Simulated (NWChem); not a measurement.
Species: GeH3O3F; SMILES [OH][Ge]([OH])([OH])[F]

```xyz
8

O     -0.9111     1.1211    -1.0167
Ge     0.0076    -0.0112    -0.0065
O     -1.1514    -0.9455     0.9486
O      1.0519    -1.1442    -0.8693
F      1.0603     0.9615     0.9698
H     -0.3701     1.9008    -1.2238
H     -1.9626    -0.4246     1.0704
H      0.6321    -2.0205    -0.8681
```
Atoms are numbered in this order, from 1.

Results from NWChem. Pople sets run with spherical d functions. Medium grid unless said otherwise, to which SCAN and Minnesota functionals are sensitive. Structure relaxed at the B3LYP/6-31G* (spherical d) level. Hybrids' shares of exact exchange are those that their runs print; pure functionals count as 0. The functionals differ in more than this share.

```csv
row,share of exact exchange,orbital gap (eV)
PBE/6-31G*,0.00,5.78
TPSSh/6-31G*,0.10,7.24
B3LYP/6-31G*,0.20,8.01
M06/6-31G*,0.27,8.61
PW6B95/6-31G*,0.28,8.86
M05-2X/6-31G*,0.56,withheld
```

Problem. Fit a straight line of the last column on the one before it, predict the withheld value, and compare with the run.

Solution. 
1. Means of the 5 shown rows: x = 0.170, y = 7.700. Slope Σ(x − x̄)(y − ȳ)/Σ(x − x̄)² = 0.5865/0.05680 = 10.33; intercept 5.944.
2. The shown rows scatter about the line by 0.150 (root mean square); the largest residual is +0.26, at TPSSh/6-31G*.
3. At x = 0.56 (M05-2X/6-31G*; beyond the shown range) the line gives 11.73.
4. The run gives 11.91, +0.18 from the line, 1.2 times the scatter.
